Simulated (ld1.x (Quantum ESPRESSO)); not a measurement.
**Debugging a pseudopotential input (As, ld1.x (Quantum ESPRESSO) 7.5)**

Command:

```bash
ld1.x < As.in > As.out
```

Input:

```
&input
   title='As', zed=33., rel=0, dft='PZ', iswitch=3,
   config='[Ar] 3d10 4s2 4p3 4d-2',
   nld=3, rlderiv=1.55, eminld=-3.0, emaxld=5.0, deld=0.02
 /
 &inputp
   pseudotype=1, tm=.true., lloc=2,
   nlcc=.false.,
   file_wfcaegen='ae.wfc', file_wfcncgen='nc.wfc'
 /
3
4S  1  0   2.00   0.00  1.40  1.40  0.0
4P  2  1   3.00   0.00  1.35  1.35  0.0
4D  3  2  -2.00   0.05  1.40  1.40  0.0
 &test
   configts(1)='4s2 4p3'
 /
```

This is an input that runs to its end, with one change: file_pseudopw left out.

Task: How does the run end?

Result: The program runs through. The occupied levels of the test differ from the all-electron ones by at most 0.00000 Ry (unchanged input: 0.00000 Ry). No file is written.

```

      Generating local pot.: lloc=2, matching radius rcloc =   1.4000

      Wfc   4S  rcut= 1.389  Using Troullier-Martins method

      Wfc   4P  rcut= 1.355  Using Troullier-Martins method

     ------------------- End of pseudopotential generation -------------------

     Computing logarithmic derivative in   1.54460
     Computing logarithmic derivative in   1.54460
     Computing the partial wave expansion
     R is outside the sphere for l=    0 j= 0.00
     R is outside the sphere for l=    1 j= 0.00
       no projector for channel:   2

     ---------------------- Testing the pseudopotential ----------------------

     As

     atomic number is 33.00   valence charge is  5.00
     dft =PZ   lsd =0 sic =0 latt =0  beta=0.20 tr2=1.0E-14
     mesh =1209 r(mesh) =  99.83237 xmin = -7.00 dx = 0.01250

     n l     nl             e AE (Ry)        e PS (Ry)    De AE-PS (Ry)
     1 0     4S   1( 2.00)       -1.04747       -1.04747       -0.00000
     2 1     4P   1( 3.00)       -0.39541       -0.39541       -0.00000

     eps = 1.9E-16  iter =  4

     Etot =   -4465.037907 Ry,   -2232.518953 Ha,  -60749.935543 eV
     Etotps =   -12.250429 Ry,      -6.125214 Ha,    -166.675574 eV

     Ekin =       4.216973 Ry,       2.108486 Ha,      57.374839 eV
     Encl =     -20.037076 Ry,     -10.018538 Ha,    -272.618304 eV
     Ehrt =       9.804067 Ry,       4.902034 Ha,     133.391129 eV
     Ecxc =      -2.748121 Ry,      -1.374060 Ha,     -37.390088 eV
     Epseu=      -3.486272 Ry,      -1.743136 Ha,     -47.433150 eV

     ---------------------- End of pseudopotential test ----------------------
```
